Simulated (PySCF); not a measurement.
Electron correlation in Sb (antimony, neutral)

[Kr] 4d10 5s1 5p3 6s1, high-spin 6S determinant (an excited configuration). Computed with PySCF 2.14 in aug-cc-pVQZ-PP with one added diffuse shell each of s, p, d, f, g type with ECP28MDF (8s8p6d4f3g, 117 functions), with scalar relativity through the core potential. Frozen: 4s2 4p6 4d10; 5 electrons correlated.

MP2 pair energies summed by pair of shells (mhartree):

| pair | energy | share (%) |
| --- | --- | --- |
| 5p-5p | -13.84 | 57.8 |
| 5p-6s | -6.66 | 27.8 |
| 5s-5p | -3.20 | 13.4 |
| 5s-6s | -0.24 | 1.0 |

Total MP2 correlation energy: -23.94 mhartree.

Same-spin part -23.94 and opposite-spin part 0.00 mhartree; SCS-MP2 scales them by 1/3 and 6/5 to -7.98 mhartree.
